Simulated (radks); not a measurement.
Valence configurations of the boron ion B+ (all share [He]). Calculated with a radial shooting solver on a logarithmic mesh with Libxc functionals: non-relativistic Kohn-Sham, BLYP, spin-unpolarised, spherical densities, point nucleus. Energies are relative to 2s2; eigenvalues in eV.

2s2: E (eV) 0.000; e(2s) -19.398
2s1.5 2p0.5: E (eV) 3.023; e(2p) -13.388; e(2s) -19.432
2s1 2p1: E (eV) 6.045; e(2p) -13.424; e(2s) -19.468
2p2: E (eV) 12.090; e(2p) -13.501

NIST lists [He] 2s2 as the ground configuration; this level of theory agrees among the configurations tried. The energies are those of spherical spin-averaged densities, not of single terms.
